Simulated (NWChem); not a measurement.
InI$_{2}$F; SMILES [F][In]([I])[I]

All runs: NWChem. Structure relaxed at the PBE0/def2-SVP (def2 core potentials past Kr) level.

Question: Estimate the computed values for Hartree-Fock/3-21G, non-relativistic. Quantities: highest occupied level (eV); orbital gap (eV); dipole (D).

Answer: 
```
Quantity                     Result
---------------------------  ------
highest occupied level (eV)  -10.52
orbital gap (eV)              10.76
dipole (D)                     0.81
```
